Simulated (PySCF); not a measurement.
From one molecule to another.

First species: C4H5FSi.
Numbering: `[F:1][C:2]1=[CH:3][SiH2:4][CH:5]=[CH:6]1` (hydrogens: H7 on C3; H8, H9 on Si4; H10 on C5; H11 on C6)

Second species: CF3SO3SiMe3, C₄H₉F₃O₃SSi.
Atom-mapped SMILES: `[CH3:1][Si:2]([CH3:3])([CH3:4])[O:5][S:6](=[O:7])(=[O:8])[C:9]([F:10])([F:11])[F:12]` (hydrogens: H13, H14, H15 on C1; H16, H17, H18 on C3; H19, H20, H21 on C4)

Levels: PBE0/def2-SVPD for dipole moment, HOMO energy, LUMO energy, HOMO–LUMO gap, static isotropic polarisability and electronic spatial extent ⟨r²⟩ about the centre of nuclear charge; TDDFT PBE0/def2-SVPD for lowest singlet excitation; TDA PBE0/def2-SVPD for lowest triplet excitation (Tamm–Dancoff); PBE0-D3(BJ)/def2-SVP for rotational constant A and rotational constant C. Geometries: PBE0-D3(BJ)/def2-SVP. All species are isolated and taken at one optimised geometry, non-relativistic unless stated; the electronic structure was computed with PySCF and density fitting.

Dipoles, sizes and rotational constants follow the conformer. The torsions of the flexible species, by atom-mapped SMILES:
- `[CH3:1][Si:2]([CH3:3])([CH3:4])[O:5][S:6](=[O:7])(=[O:8])[C:9]([F:10])([F:11])[F:12]`: C1–Si2–O5–S6 -63°, Si2–O5–S6–O7 4°, O5–S6–C9–F10 -60°

```
                                                         property   column X    column Y
                                                    dipole moment     1.14 D      4.53 D
                                                      HOMO energy   -7.02 eV    -9.05 eV
                                                      LUMO energy   -1.69 eV     0.13 eV
                                                    HOMO–LUMO gap    5.33 eV     9.18 eV
                                        lowest singlet excitation    4.47 eV     8.10 eV
                         lowest triplet excitation (Tamm–Dancoff)    2.74 eV     7.72 eV
                                  static isotropic polarisability    70.5 au    104.6 au
electronic spatial extent ⟨r²⟩ about the centre of nuclear charge  663 bohr²  2564 bohr²
                                            rotational constant A  6.202 GHz   1.196 GHz
                                            rotational constant C  1.757 GHz   0.473 GHz
```

(1) Which column belongs to which species?

(2) How does each property change from the first species to the second?

## Answers

(1) Column X is the first species and column Y the second. The first has 11 atoms and 52 electrons, the second 21 and 114.

(2) dipole moment +3.39 D; HOMO energy -2.03 eV; LUMO energy +1.82 eV; HOMO–LUMO gap +3.85 eV; lowest singlet excitation +3.63 eV; lowest triplet excitation (Tamm–Dancoff) +4.98 eV; static isotropic polarisability +34.1 au; electronic spatial extent ⟨r²⟩ about the centre of nuclear charge +1901 bohr²; rotational constant A -5.006 GHz; rotational constant C -1.284 GHz.

On the first: The dipole matches unit charges of opposite sign 0.24 Å apart (1 e·Å = 4.8032 D). No computed singlet falls in the visible range (750 to 380 nm, 1.65 to 3.26 eV); S1 lies 1.21 eV above its blue end.

On the second: The principal polarisabilities are 98.4, 102.5 and 112.8 au; their mean is the isotropic value.
